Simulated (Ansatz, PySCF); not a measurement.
Gas-phase reaction in SMILES: [SiH3][SiH2]Cl → [SiH3] (SiH3) + [SiH2]Cl (the Si-Si bond at the site shown breaks; other sites are not compared here)
Geometries: B3LYP-D3(BJ)/def2-TZVP minima from Ansatz (a quantum-chemistry and plane-wave program).

Property: bond dissociation energy (0 K, with B3LYP-D3(BJ) harmonic zero-point energies from PySCF), in kcal/mol. Valence correlation only, unless marked. UHF or UKS for open shells. No spin-orbit coupling. Non-relativistic. CBS marks a two-point X^-3 extrapolation of the correlation energy; Hartree-Fock from the larger set.

```tsv
level	program	bond dissociation energy (kcal/mol)
PBE/def2-TZVPD	Ansatz	70.1
r2SCAN0-D4/def2-TZVPD	Ansatz + dftd4	69.6
LC-wPBE-D3(BJ)/def2-TZVPD	Ansatz + dftd3	73.4
wB97X-V/def2-TZVPD	Ansatz	77.1
RPA@PBE/cc-pV(T+d)Z	Ansatz	69.4
SCS-MP2/cc-pV(D+d)Z	Ansatz	69.5
```

Problem. What does CCSD(T)/CBS(cc-pV(T+d)Z,cc-pV(Q+d)Z) (Ansatz) give?

Solution. 75.9 kcal/mol
